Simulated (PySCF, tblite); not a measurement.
Isomers of C9H7O2P, one GFN2-xTB conformer each. Single-point energies are computed at PBE0/pcSseg-1 (PySCF, gas phase, no added dispersion term), electronic only.

Problem. Rank them by PBE0/pcSseg-1 energy, lowest first (kJ/mol).
A. `[CH:1]#[C:2][c:3]1[cH:4][cH:5][p:6][c:7]([C:8](=[O:9])[O:10][CH3:11])[cH:12]1` with P6–C7–C8–O9 180°, C7–C8–O10–C11 180°
B. `[CH3:1][C:2](=[O:3])[c:4]1[o:5][c:6]2[cH:7][cH:8][cH:9][cH:10][c:11]2[p:12]1` with C1–C2–C4–O5 0°

Solution. B (0.0), A (177.4).

As drawn, the higher has a C≡C bond and a C(=O)–O unit, which the lower lacks. GFN2-xTB itself gives, in the same order: 0.0, 190.7. Both levels put the same isomer lowest.

Problem. Which frontier levels, dipoles and rotational constants go with these structures?

Solution. 
```
              SMILES  HOMO (eV, PBE0/pcSseg-1)  LUMO (eV)  dipole (D)       A, B, C (MHz)
 CC(=O)c1oc2ccccc2p1                     -6.91      -2.55        4.14  2128, 558.3, 443.5
C#Cc1ccpc(C(=O)OC)c1                     -7.05      -2.42        1.36  1626, 523.1, 396.7
```

Problem. What happens when harmonic zero-point energies from GFN2-xTB frequencies are added?

Solution. 
| SMILES | ZPE (kJ/mol) | electronic (kJ/mol) | with ZPE (kJ/mol) |
| --- | --- | --- | --- |
| CC(=O)c1oc2ccccc2p1 | 353.5 | 0.0 | 0.0 |
| C#Cc1ccpc(C(=O)OC)c1 | 343.3 | 177.4 | 167.2 |

The zero-point energies span 10.2 kJ/mol. The order is unchanged.
